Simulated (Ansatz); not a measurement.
The same path of C2H6BF + H2O (13 atoms, charge 0, multiplicity 1) was run twice with different band settings. Lost on the way: B1–F2, O11–H13. Made: B1–O11, F2–H13.

Theory: RHF/6-31G* in Ansatz 0.2.0.

Relaxed end points:

```xyz
13
Properties=species:S:1:pos:R:3
B -0.030 -0.283 -0.086
F -0.092 -0.642 1.205
C 1.400 -0.180 -0.748
H 1.603 -1.098 -1.303
H 1.456 0.633 -1.466
H 2.196 -0.061 -0.019
C -1.404 -0.166 -0.855
H -1.918 -1.127 -0.840
H -2.059 0.544 -0.357
H -1.298 0.140 -1.890
O 0.000 2.193 1.053
H 0.839 2.630 1.107
H -0.093 1.712 1.865
```

```xyz
13
Properties=species:S:1:pos:R:3
B 0.293 0.299 -0.249
F -1.917 1.591 2.256
C 1.592 0.017 -1.118
H 1.634 -1.021 -1.438
H 1.558 0.612 -2.031
H 2.529 0.249 -0.616
C -1.151 -0.163 -0.696
H -1.214 -1.251 -0.678
H -1.934 0.226 -0.056
H -1.361 0.133 -1.722
O 0.392 0.971 0.942
H 1.273 1.221 1.184
H -1.093 1.412 1.887
```

Common settings: spring 5.0 eV/Å²; optimiser quadratic models (default); start path through a guess of the saddle point; force threshold 0.05 eV/Å; iteration limit 60; end points relaxed.

| run | movable images | climbing image |
| --- | --- | --- |
| 1 | 5 | yes |
| 2 | 8 | no |

Task: What does each run give, and how far can it be trusted?

Result: Run 1: converged after 20 iterations, highest image 1.454 eV above the first end. Neighbouring images differ by up to 1.4 eV, so the band resolves the path poorly. A vibrational analysis at the climbing image gives one clearly imaginary mode, 1437i cm⁻¹: a first-order saddle point.
Run 2: converged after 43 iterations, highest image 0.640 eV above the first end. No image climbed, so the highest image needn't sit at the top of the path.
The orbitals stay closed-shell, which can raise the energy where a bond breaks towards radicals; this wasn't checked here.
